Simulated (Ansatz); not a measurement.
Isomers of Sn₂H₄⁺ (doublet), relaxed with B3LYP-D4/def2-TZVP; total energies from Ansatz at CCSD(T)/def2-TZVPP.

| isomer | description | energy (Eh) |
| --- | --- | --- |
| A | point group not assigned; 5 × H–Sn 1.72 to 1.99 Å | -429.37860 |
| B | point group C2h; 1 × Sn–Sn 2.73 Å; 4 × H–Sn 1.70 Å | -429.39066 |

In the def2 sets Sn takes a core potential; there is no spin–orbit coupling. Correlated methods freeze 8 core orbitals; core or outer-core shells of Sn are correlated, in sets that lack core-valence functions.

The isomers come from a short search, and lower ones may exist.

Problem. Work out the relative energies (1 Eh = 2625.5 kJ/mol) and the Boltzmann populations at 1200 K from electronic energies alone (R = 8.314 J/mol/K).

Solution. ΔE: A 31.7, B 0.0 kJ/mol. RT = 9.98 kJ/mol. Factors exp(−ΔE/RT): A 0.0417, B 1; sum 1.042. Populations: A 4.0 %, B 96.0 %. Zero-point energy, vibrational entropy and symmetry numbers are left out and can shift these; an error of 4 kJ/mol changes a ratio by a factor of 1.5. Over the other density-functional and correlated levels in def2 sets, the gap between B and A ranges from 28 to 48 kJ/mol.
